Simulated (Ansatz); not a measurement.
`C[O][AlH][SiH2]S`, charge 0, multiplicity 1.

Problem. Give a relaxed structure at PBE0-D4/def2-TZVP (Ansatz). (An estimate is asked.)

Solution. The calculation gave: 
```xyz
12

C     1.005    0.352   -2.132
O     0.433    0.195   -0.864
Al   -0.437   -1.024   -0.079
Si   -0.998   -0.299    2.184
S    -0.184    1.684    2.373
H     2.082    0.524   -2.039
H     0.853   -0.527   -2.770
H     0.567    1.220   -2.635
H    -0.753   -2.373   -0.853
H    -2.466   -0.261    2.445
H    -0.425   -1.179    3.243
H     0.322    1.688    1.126
```
Point group Cs.
This is one stationary point; other conformers may exist.
